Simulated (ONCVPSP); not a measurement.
## Lu (Z = 71), ONCV: configuration errors across variants

| Item | Value |
| --- | --- |
| Element | Lu (Z = 71) |
| Generator | ONCVPSP 4.0.1 |
| Type | optimised norm-conserving Vanderbilt (ONCV) |
| Functional | PBE |
| Relativity | scalar-relativistic |
| Frozen core | [Kr] 4d10 |
| Valence charge | 25 |
| Reference configuration | 4f13.5 5s2 5p6 5d1.5 6s2 |
| Partial waves | 5s+6s: rc 2.15 bohr, ncon 4, nbas 9, qcut 7.4 1/bohr, 2 projectors; 5p: rc 2.30 bohr, ncon 3, nbas 6, qcut 5.2 1/bohr, 2 projectors, debl 2.8 Ha; 5d: rc 2.50 bohr, ncon 4, nbas 9, qcut 7.3 1/bohr, 1 projector; 4f: rc 0.65 bohr, ncon 4, nbas 9, qcut 29.4 1/bohr, local |
| Local potential | the f channel |
| Core correction | Teter function, fcfact 1.75, rcfact 1.05 |

All-electron excitation energies from the reference (eV): (1) 4f14 5s2 5p6 5d1 6s2 -4.699; (2) 4f14 5s2 5p6 5d1 6s1 2.667; (3) 4f14 5s2 5p6 5d1 6s0 15.946; (4) 4f14 5s2 5p6 5d2 6s1 -1.694.

1 further variants failed, have other tests or too few solved ones, and are left out.

A true bound ghost makes a file unfit for plane-wave use even where its test errors are small: the radial tests pick states by their node count and pass the ghost by.

Errors AE − PS in meV (a dash: test not solved or not reliable):

| change | (1) | (2) | (3) | (4) | bound ghosts | GHOST(+) flags above zero |
| --- | --- | --- | --- | --- | --- | --- |
| base | -46 | -36 | -27 | -24 | s, p, d | none |
| all radii but the core radius scaled by about 0.88 (s 1.90, p 2.04, d 2.20, f 0.58 bohr) | -54 | -48 | -44 | -36 | s, p, d | p |
| all radii but the core radius scaled by about 0.92 (s 1.98, p 2.10, d 2.30, f 0.60 bohr) | -51 | -44 | -38 | -31 | s, p, d | p |
| all radii but the core radius scaled by about 1.10 (s 2.36, p 2.54, d 2.76, f 0.72 bohr) | -47 | -35 | -23 | -20 | s, p, d | p |
| all radii but the core radius scaled by about 1.17 (s 2.52, p 2.70, d 2.94, f 0.76 bohr) | -55 | -41 | -27 | -22 | s, p, d | none |
| all radii but the core radius scaled by about 1.24 (s 2.66, p 2.86, d 3.10, f 0.80 bohr) | – | – | – | – | s, p, d | p |

Task: Give the same row for: all radii but the core radius scaled by about 0.77 (s 1.66, p 1.78, d 1.94, f 0.50 bohr).

Result: -75, -72, -73, -60; bound ghosts: s, p, d; GHOST(+) flags above zero: none.
